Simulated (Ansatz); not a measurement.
CrH₄. The state is a triplet with charge 0. Geometry PBE-D4/def2-TZVP.

Cartesian coordinates in Å:
```
Cr 0.000 0.000 0.000
H 1.523 -0.139 -0.464
H -0.438 -1.318 0.791
H -0.933 0.186 -1.284
H -0.151 1.271 0.957
```

At PBE0-D4/def2-SVP, PBE0-D4/def2-TZVP the charge 0 triplet is spin-contaminated (final ⟨S²⟩ up to 2.33, 2.00 for a pure state).

**Question.** Estimate the α-spin orbital energies around the gap (eV) in Ansatz with PBE-D4/def2-SVP, PBE-D4/def2-TZVP, BLYP-D4/def2-TZVP, PBE0-D4/def2-SVP, PBE0-D4/def2-TZVP.

**Answer.** 
```
orbital  PBE-D4/def2-SVP  PBE-D4/def2-TZVP  BLYP-D4/def2-TZVP  PBE0-D4/def2-SVP  PBE0-D4/def2-TZVP
 HOMO−9           -76.43            -76.18             -76.00            -82.68             -82.45
 HOMO−8           -48.89            -48.67             -48.55            -53.68             -53.45
 HOMO−7           -48.89            -48.67             -48.55            -53.68             -53.45
 HOMO−6           -48.89            -48.67             -48.55            -53.68             -53.45
 HOMO−5            -8.60             -8.75              -8.65             -9.58              -9.78
 HOMO−4            -7.90             -7.94              -7.85             -9.42              -9.40
 HOMO−3            -7.90             -7.94              -7.85             -9.42              -9.40
 HOMO−2            -7.90             -7.94              -7.85             -9.42              -9.40
 HOMO−1            -6.39             -6.37              -6.30             -9.11              -9.06
   HOMO            -6.39             -6.37              -6.30             -9.11              -9.06
   LUMO            -3.74             -3.84              -3.77             -2.95              -2.99
 LUMO+1            -3.74             -3.84              -3.77             -2.95              -2.99
 LUMO+2            -3.74             -3.84              -3.77             -2.95              -2.99
 LUMO+3             0.72              0.96               0.92              1.12               1.42
 LUMO+4             3.99              1.61               1.60              4.91               2.21
 LUMO+5             3.99              1.61               1.60              4.91               2.21
 β HOMO            -7.59             -7.63              -7.60             -9.02              -9.01
 β LUMO            -3.35             -3.48              -3.55             -1.41              -1.64
```
